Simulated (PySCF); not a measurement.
Si(H)2(NCO)(OH) (CH3NO2Si), SMILES O=C=N[SiH2]O. Atoms are numbered in the order given.

```xyz
8

Si    -1.0110     0.7366     0.0626
O     -2.0908    -0.2808    -0.6666
N      0.5602     0.0316     0.1337
C      1.6345    -0.4839     0.2511
O      2.6849    -0.9827     0.3564
H     -0.8636     2.0175    -0.6828
H     -1.5077     0.9451     1.4423
H     -1.9558    -0.4851    -1.5965
```

The structure is a stationary point at PBE0-D3(BJ)/def2-SVP. Other conformers were not sampled.

The numbers are results of TDDFT-ωB97X/def2-SVPD in PySCF, not measurements.

Vertical excitations. The molecule is in vacuum.

```json
[
 {"state": "S1", "energy (eV)": "7.14", "λ (nm)": "174", "f": "0.002", "main pairs": "HOMO→LUMO 54 %, HOMO→LUMO+1 11 %, HOMO→LUMO+4 11 %"},
 {"state": "S2", "energy (eV)": "7.55", "λ (nm)": "164", "f": "0.008", "main pairs": "HOMO−1→LUMO 32 %, HOMO→LUMO+3 30 %, HOMO−1→LUMO+4 5 %, HOMO−1→LUMO+6 5 %"},
 {"state": "S3", "energy (eV)": "7.71", "λ (nm)": "161", "f": "0.001", "main pairs": "HOMO−1→LUMO+3 76 %"},
 {"state": "S4", "energy (eV)": "8.05", "λ (nm)": "154", "f": "0.003", "main pairs": "HOMO→LUMO+1 66 %, HOMO→LUMO 16 %"},
 {"state": "S5", "energy (eV)": "8.23", "λ (nm)": "151", "f": "0.011", "main pairs": "HOMO−2→LUMO 53 %, HOMO−1→LUMO+1 14 %"},
 {"state": "S6", "energy (eV)": "8.34", "λ (nm)": "149", "f": "0.016", "main pairs": "HOMO−1→LUMO+1 53 %, HOMO−2→LUMO 16 %, HOMO−1→LUMO 12 %"},
 {"state": "S7", "energy (eV)": "8.82", "λ (nm)": "141", "f": "0.146", "main pairs": "HOMO−3→LUMO 42 %, HOMO−1→LUMO 8 %, HOMO→LUMO+6 7 %, HOMO−1→LUMO+1 7 %"},
 {"state": "S8", "energy (eV)": "9.14", "λ (nm)": "136", "f": "0.025", "main pairs": "HOMO→LUMO+5 25 %, HOMO−2→LUMO+1 22 %, HOMO→LUMO+2 9 %, HOMO→LUMO+4 7 %"},
 {"state": "S9", "energy (eV)": "9.21", "λ (nm)": "135", "f": "0.340", "main pairs": "HOMO−1→LUMO 20 %, HOMO→LUMO+2 19 %, HOMO→LUMO+3 11 %, HOMO−2→LUMO 7 %"},
 {"state": "S10", "energy (eV)": "9.38", "λ (nm)": "132", "f": "0.169", "main pairs": "HOMO→LUMO+2 44 %, HOMO→LUMO+5 8 %, HOMO−2→LUMO+1 8 %, HOMO→LUMO+3 8 %"},
 {"state": "T1", "energy (eV)": "6.74", "λ (nm)": "184", "f": "0", "main pairs": "HOMO→LUMO+3 28 %, HOMO−1→LUMO 23 %, HOMO−1→LUMO+6 12 %, HOMO−1→LUMO+4 9 %"},
 {"state": "T2", "energy (eV)": "6.90", "λ (nm)": "180", "f": "0", "main pairs": "HOMO→LUMO 45 %, HOMO→LUMO+4 11 %, HOMO→LUMO+1 11 %, HOMO→LUMO+6 8 %"},
 {"state": "T3", "energy (eV)": "7.06", "λ (nm)": "176", "f": "0", "main pairs": "HOMO→LUMO+3 45 %, HOMO−1→LUMO 17 %"},
 {"state": "T4", "energy (eV)": "7.46", "λ (nm)": "166", "f": "0", "main pairs": "HOMO−1→LUMO+3 72 %"}
]
```
Triplets are in the Tamm–Dancoff approximation, which puts them higher than full response would, so one can lie above its singlet here.
